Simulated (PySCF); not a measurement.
Compound: C7H12.
Z-matrix (Å and degrees, PBE0-D3(BJ)/def2-SVP geometry), rows numbered from 1:
```
C 
C   1  1.5198
C   2  1.5316  1  113.42
C   3  1.4867  2  113.23  1   -62.61
C   4  1.3452  3  135.57  2   121.49
C   5  1.5090  4   94.48  3  -179.82
C   4  1.5153  3  130.87  2   -57.98
H   1  1.1021  2  111.13  3   -60.29
H   1  1.1015  2  111.27  3    59.04
H   1  1.1006  2  111.53  3   179.54
H   2  1.1028  1  109.88  3   121.98
H   2  1.1042  1  109.72  3  -122.08
H   3  1.1052  2  108.81  1   176.26
H   3  1.1034  2  110.02  1    59.82
H   5  1.0942  4  132.95  3     0.33
H   6  1.1031  5  116.02  4  -115.33
H   6  1.1031  5  116.04  4   115.90
H   7  1.1031  4  115.72  3    64.07
H   7  1.1032  4  115.55  3   -64.07
```

Computed with PBE0-D3(BJ)/def2-SVP geometry optimisation, gas phase (PySCF).

Masses are those of the commonest isotopes; rigid-rotor values at the optimised geometry. The values belong to one conformer with, in the numbering `[CH3:1][CH2:2][CH2:3][C:4]1=[CH:5][CH2:6][CH2:7]1`, C1–C2–C3–C4 -63°, C2–C3–C4–C5 121°.

What are A, B and C (cm⁻¹)?

Ia = 97.46, Ib = 325.51, Ic = 330.86 u·Å²; 505379 MHz·u·Å²/I gives 5186, 1553 and 1527 MHz, that is A = 0.17297, B = 0.05179, C = 0.05095 cm⁻¹.

Classify the top.

A near-prolate asymmetric top; Ray's κ = -0.986.

What does the inertial defect say?

Not planar: Δ = Ic − Ia − Ib = -92.11 u·Å². For a rigid frame Δ = −2 Σ m c², so Σ m c² = 46.05 u·Å² lies off the ab plane: 16.27 from hydrogen and 29.79 from heavier atoms. The atom farthest from that plane is 2.10 Å away.

Give the other two planar moments, Paa and Pbb, and the rms extents of the mass along the axes.

Paa = Σ m a² = (Ib + Ic − Ia)/2 = 279.46 and Pbb = Σ m b² = (Ia + Ic − Ib)/2 = 51.40 u·Å². With the mass M = 96.09 u, the rms extents √(P/M) along a, b and c are 1.71, 0.73, 0.69 Å.

Predict some low-J microwave lines.

The dipole components are |μa| = 0.32 D, |μb| = 0.13 D, |μc| = 0.19 D. Intensities carry the squares of the components, which stand as 1.00 : 0.15 : 0.35 (a : b : c). Some lines, for components of 0.1 D or more:

| type | branch | J(Ka,Kc) | MHz | lower level (cm⁻¹) |
| --- | --- | --- | --- | --- |
| b | R | 3(0,3) ← 2(1,2) | 5631 | 0.429 |
| c | R | 1(1,0) ← 0(0,0) | 6738 | 0.000 |
| b | R | 4(0,4) ← 3(1,3) | 8748 | 0.736 |
| a | R | 3(1,3) ← 2(1,2) | 9202 | 0.429 |
| a | R | 4(3,1) ← 3(3,0) | 12320 | 1.711 |
| b | R | 3(1,3) ← 2(0,2) | 12810 | 0.308 |
| c | R | 4(1,3) ← 3(0,3) | 16092 | 0.616 |
| c | R | 2(2,1) ← 1(1,1) | 17110 | 0.224 |
| c | Q | 3(3,1) ← 3(2,1) | 18228 | 1.103 |
| b | Q | 4(4,1) ← 4(3,2) | 25519 | 2.122 |
| c | R | 3(3,1) ← 2(2,1) | 27468 | 0.795 |
| b | R | 4(3,1) ← 3(2,2) | 30549 | 1.103 |
| c | R | 4(4,1) ← 3(3,1) | 37840 | 1.711 |
| b | R | 4(4,0) ← 3(3,1) | 37840 | 1.711 |

PBE0-D3(BJ)/def2-SVP frequencies: not computed here. No vibrational averaging or centrifugal distortion is included, and the geometry carries the error of its method. A rigid rotor knows nothing of internal rotation, which can split or shift real lines.

Cost: about 2.9 min of CPU time on one thread; the machine was shared, so the figure is rough. This is the geometry optimisation.
